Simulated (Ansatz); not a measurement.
Reaction (redistribution): `[CH3][SnH2][F]` + `C#C[Si](F)(Cl)Cl` → `C#[C][SnH]([CH3])[F]` + `F[SiH](Cl)Cl`

Calculated with Ansatz (gas phase, PBE0-D4/def2-TZVP geometries, no zero-point term in ΔE). CCSD(T)/CBS is the MP2 limit (def2-TZVPP, def2-QZVPP) plus CCSD(T) − MP2 in def2-TZVPP, frozen cores. Functionals use def2-TZVPP. def2 core potentials past Kr. For Sn outer-core shells are correlated without core-valence functions, which leaves a few kJ/mol of doubt a bond.

```
          level  ΔE (kJ/mol)  difference from CCSD(T)/CBS
    LDA (SPW92)         26.5                         15.9
      revPBE-D4         23.3                         12.7
       BHLYP-D4         17.8                          7.2
            PBE         18.8                          8.2
           BLYP         16.6                          6.0
           PBE0         17.7                          7.1
      CAM-B3LYP         16.6                          6.0
 MP2/def2-TZVPP         10.7                          0.1
CCSD/def2-TZVPP         10.2                         -0.4
  HF/def2-QZVPP          9.1                         -1.5
    CCSD(T)/CBS         10.6                            0
```

Largest T1 diagnostic among the species: 0.013.

At CCSD(T), def2-SVP lies +4.5 kJ/mol from the extrapolated value and def2-TZVPP −0.3 kJ/mol. Leaving LDA and LC-ωPBE aside and taking each functional with its dispersion term where it has one, the values, not all of them listed here, spread over 15.6 kJ/mol, from B2PLYP to B97M-V. LDA lies +7.7 kJ/mol from PBE without D4. The D4 term adds +3.7 kJ/mol with B3LYP and +2.0 kJ/mol with PBE0; it sums over pairs of atoms, weighted by their polarisabilities, and B3LYP, whose exchange is more repulsive, gets the larger term.

B3LYP here is the variant with VWN-RPA as its local correlation; programs differ in this.
